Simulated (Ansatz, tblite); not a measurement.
Forces on Li₅Al₅⁺ at its PBE0-D4/def2-SVP geometry. Charge 1, multiplicity 2.

The xTB rows come from tblite. Another isomer (doublet) lies 0.21 eV lower at PBE0-D4/def2-TZVP; other spin states weren't run for this one.

GFN1-xTB (tblite), largest force 0.79 eV/Å:

```xyz
10
positions Å, forces eV/Å
Li    0.971   -0.796   -3.042   -0.042    0.123    0.229
Li    1.409   -1.653    2.411   -0.194   -0.144   -0.128
Li    1.477    1.912   -1.117    0.120   -0.135   -0.410
Li   -3.154    0.690    0.345    0.050   -0.270   -0.020
Li   -1.034   -2.415   -0.441   -0.003    0.002    0.005
Al   -0.877    0.293   -1.296   -0.284    0.142   -0.592
Al   -0.704    2.139    0.553   -0.370    0.624    0.031
Al    1.415    1.059    1.501    0.552    0.148    0.448
Al    1.320   -0.843   -0.296    0.568   -0.282   -0.208
Al   -0.823   -0.385    1.383   -0.397   -0.208    0.645
```

GFN2-xTB (tblite), largest force 0.51 eV/Å:

```
Li 0.042 0.155 0.088
Li 0.020 0.072 -0.035
Li -0.020 -0.124 -0.074
Li 0.070 0.042 -0.017
Li 0.080 0.137 -0.034
Al 0.178 -0.166 0.416
Al -0.433 -0.060 -0.259
Al 0.251 -0.440 0.067
Al -0.419 0.170 0.107
Al 0.230 0.214 -0.258
```

PBE-D4/def2-TZVP (Ansatz), largest force 0.17 eV/Å:

```
Li -0.026 0.034 0.094
Li -0.035 0.074 -0.062
Li -0.057 -0.085 0.037
Li 0.108 -0.004 -0.004
Li 0.015 0.049 0.009
Al 0.012 -0.041 -0.073
Al -0.126 0.097 -0.043
Al 0.140 -0.045 0.090
Al 0.015 -0.021 -0.081
Al -0.045 -0.059 0.033
```
